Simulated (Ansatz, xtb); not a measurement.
Relaxing a trial structure of C4H9BOS

The starting geometry of this gas-phase singlet was built from a drawn formula by distance geometry and a force field; its bonds are those of `B[C@@]1(S)CCCO1`.

```yaml
atoms:
  - { symbol: C, position_ang: [-1.7147, 0.5831, 0.2722] }
  - { symbol: C, position_ang: [-1.9052, -0.4049, 1.4246] }
  - { symbol: C, position_ang: [-0.6582, -0.2660, 2.1524] }
  - { symbol: C, position_ang: [0.3326, 0.0685, 1.0596] }
  - { symbol: B, position_ang: [-2.5709, 0.0549, -1.0112] }
  - { symbol: O, position_ang: [-0.3964, 0.6161, -0.0145] }
  - { symbol: S, position_ang: [-2.3512, 2.2532, 0.6959] }
  - { symbol: H, position_ang: [-3.4062, 0.7117, -1.5545] }
  - { symbol: H, position_ang: [-2.3047, -1.0128, -1.4777] }
  - { symbol: H, position_ang: [-3.6520, 1.8549, 0.8968] }
  - { symbol: H, position_ang: [-2.8139, -0.0610, 2.0719] }
  - { symbol: H, position_ang: [-2.0878, -1.4203, 1.1108] }
  - { symbol: H, position_ang: [-0.7041, 0.5394, 2.9066] }
  - { symbol: H, position_ang: [-0.3860, -1.2352, 2.6758] }
  - { symbol: H, position_ang: [0.8083, -0.8084, 0.7322] }
  - { symbol: H, position_ang: [1.0566, 0.8466, 1.4431] }
```

Q: Predict what it relaxes into with r2SCAN-D4/def2-SVP.

A: A new bond forms, giving a structure given below by its coordinates. Distances that change by over a tenth: C1–S7 (1.84 → 2.34 Å). Contacts that close: B5–S7 (2.79 → 2.00 Å).

The energy falls by 1.69 eV over 18 steps:

```json
{"step": "1", "E − E(last) (eV)": "1.691"}
{"step": "3", "E − E(last) (eV)": "1.055"}
{"step": "5", "E − E(last) (eV)": "0.961"}
{"step": "7", "E − E(last) (eV)": "0.844"}
{"step": "9", "E − E(last) (eV)": "0.635"}
{"step": "10", "E − E(last) (eV)": "0.468"}
{"step": "12", "E − E(last) (eV)": "0.137"}
{"step": "14", "E − E(last) (eV)": "0.021"}
{"step": "16", "E − E(last) (eV)": "0.001"}
{"step": "18", "E − E(last) (eV)": "0.000"}
```

Final geometry (Å):

```xyz
16

C    -1.6353    0.0344    0.1226
C    -1.9071   -0.5453    1.4834
C    -0.6653   -0.1335    2.2761
C     0.4017   -0.1383    1.1863
B    -2.6386    0.4815   -0.9894
O    -0.3279    0.1000   -0.0520
S    -2.5536    2.1842    0.0579
H    -3.7474   -0.0056   -0.9287
H    -2.1445    0.6813   -2.0761
H    -3.5666    1.9261    0.9151
H    -2.8693   -0.2382    1.9111
H    -1.9446   -1.6443    1.3414
H    -0.8027    0.8847    2.6730
H    -0.4213   -0.8082    3.1093
H     0.9090   -1.1114    1.0775
H     1.1599    0.6525    1.2767
```

From the same start GFN2-xTB reaches the same bonding as this run.

No frequencies were run, so the end isn't proven a minimum. Run with Ansatz 0.2.0, 2.8 min on 2 threads of Intel(R) Xeon(R) Processor @ 2.50GHz (Skylake/Cascade Lake), with other jobs on the host.
